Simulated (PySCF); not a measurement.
Two species compared at the same levels of theory.

First species: C₅H₁₀NPSi.
InChI=1S/C5H10NPSi/c1-4-8(6,7)5(2)3/h1H,2,6-7H2,3H3/t8-/m1/s1

Second species: C6H6NOP.
Cartesian coordinates in Å at the GFN2-xTB level; atoms count from 1:
```xyz
15
C6H6NOP angstrom
C     -2.103    1.225   -0.266
C     -1.466    0.094    0.487
O     -2.049   -0.578    1.307
C     -0.034   -0.159    0.154
C      0.636   -1.196    0.808
C      1.955   -1.503    0.565
P      2.956   -0.652   -0.576
C      1.761    0.506   -1.131
N      0.518    0.634   -0.759
H     -2.042    1.026   -1.333
H     -1.551    2.141   -0.073
H     -3.140    1.337    0.039
H      0.065   -1.765    1.530
H      2.409   -2.322    1.110
H      2.079    1.221   -1.885
```

Levels: wB97X-D/def2-SVPD for dipole moment, HOMO energy, LUMO energy, HOMO–LUMO gap, static isotropic polarisability and electronic spatial extent ⟨r²⟩ about the centre of nuclear charge; TDDFT wB97X-D/def2-SVPD for lowest singlet excitation; TDA wB97X-D/def2-SVPD for lowest triplet excitation (Tamm–Dancoff); GFN2-xTB for rotational constant A and rotational constant C. Geometries: GFN2-xTB. All species are isolated and taken at one optimised geometry, non-relativistic unless stated. Electronic properties by PySCF.

The conformers computed, where there is a choice (atom-mapped SMILES and torsion angles):
- `[CH:1]#[C:2][Si@@:3]([NH2:4])([PH2:5])[C:6](=[CH2:7])[CH3:8]`: C2–Si3–C6–C7 140°, H–N4–Si3–C2 81°, H–N4–Si3–C2 -59°, H–P5–Si3–C2 136°, H–P5–Si3–C2 43°
- `[CH3:1][C:2](=[O:3])[c:4]1[cH:5][cH:6][p:7][cH:8][n:9]1`: C1–C2–C4–C5 180°

Values for the first species:

```
Dipole moment                                                     : 1.21 D
HOMO energy                                                       : -8.89 eV
LUMO energy                                                       : 1.16 eV
HOMO–LUMO gap                                                     : 10.05 eV
Lowest singlet excitation                                         : 6.05 eV
Lowest triplet excitation (Tamm–Dancoff)                          : 4.34 eV
Static isotropic polarisability                                   : 118.2 au
Electronic spatial extent ⟨r²⟩ about the centre of nuclear charge : 1494 bohr²
Rotational constant A                                             : 1.354 GHz
Rotational constant C                                             : 0.947 GHz
```

Estimate the same properties for the second species, and the change in each.

```
                                                         property       first      second  second less first
                                                    dipole moment      1.21 D      1.87 D            +0.66 D
                                                      HOMO energy    -8.89 eV    -9.15 eV           -0.26 eV
                                                      LUMO energy     1.16 eV    -1.11 eV           -2.27 eV
                                                    HOMO–LUMO gap    10.05 eV     8.04 eV           -2.01 eV
                                        lowest singlet excitation     6.05 eV     3.30 eV           -2.75 eV
                         lowest triplet excitation (Tamm–Dancoff)     4.34 eV     2.94 eV           -1.40 eV
                                  static isotropic polarisability    118.2 au    104.2 au           -14.0 au
electronic spatial extent ⟨r²⟩ about the centre of nuclear charge  1494 bohr²  1445 bohr²          -49 bohr²
                                            rotational constant A   1.354 GHz   3.513 GHz         +2.159 GHz
                                            rotational constant C   0.947 GHz   0.742 GHz         -0.205 GHz
```

On the first: The principal polarisabilities are 102.5, 118.9 and 133.1 au; their mean is the isotropic value. The dipole equals about 4.0 × 10⁻³⁰ C·m (1 D = 3.33564 × 10⁻³⁰ C·m).

On the second: The vertical singlet–triplet gap S1 − T1 is 0.36 eV (TDDFT singlet less Tamm–Dancoff triplet; S1: HOMO→LUMO, weight 0.93; T1: HOMO→LUMO, weight 0.87). The polarisability is 15.44 Å³ as a volume (1 au = 0.148185 Å³), or 1.45 au for each of the 72 electrons.
